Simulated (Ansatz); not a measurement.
Start from `[CH3][Al]([Cl])[GaH2]` and change one atom or group to get `[CH3][Al]([Cl])[Br]`.

Ansatz, PBE0-D4/def2-TZVP geometries, multiplicity 1. 

Scalar relativity is left out up to krypton. Spin–orbit coupling is left out; it splits and shifts lone-pair levels of the heavy atoms by tenths of an eV.

```json
{"property": "HOMO energy (ωB97M-V/def2-TZVPP) / eV", "`[CH3][Al]([Cl])[GaH2]`": "-8.98"}
{"property": "HOMO energy (PBE/def2-TZVPP) / eV", "`[CH3][Al]([Cl])[GaH2]`": "-5.97"}
{"property": "HOMO energy (PBE0/def2-TZVPP) / eV", "`[CH3][Al]([Cl])[GaH2]`": "-7.01"}
{"property": "LUMO energy (B3LYP/def2-TZVPP) / eV", "`[CH3][Al]([Cl])[GaH2]`": "-2.43"}
{"property": "HOMO energy (B3LYP/def2-TZVPP) / eV", "`[CH3][Al]([Cl])[GaH2]`": "-6.83"}
{"property": "HOMO–LUMO gap (PBE/def2-TZVPP) / eV", "`[CH3][Al]([Cl])[GaH2]`": "2.99"}
```

(1) Give the same properties after the change, and the shifts. (An estimate is asked.)

Answers

(1) The calculation gave: 
```csv
property,`[CH3][Al]([Cl])[Br]`,shift
HOMO energy (ωB97M-V/def2-TZVPP) / eV,-10.73,-1.75
HOMO energy (PBE/def2-TZVPP) / eV,-7.24,-1.27
HOMO energy (PBE0/def2-TZVPP) / eV,-8.53,-1.52
LUMO energy (B3LYP/def2-TZVPP) / eV,-1.21,1.22
HOMO energy (B3LYP/def2-TZVPP) / eV,-8.26,-1.43
HOMO–LUMO gap (PBE/def2-TZVPP) / eV,5.47,2.48
```

With PBE0 the HOMO falls by 1.52 eV and the LUMO rises by 1.19 eV, so the gap widens by about 2.71 eV. PBE moves the HOMO by -1.27 eV and ωB97M-V by -1.75 eV.

B3LYP here is the variant with VWN-RPA as its local correlation; programs differ in this.
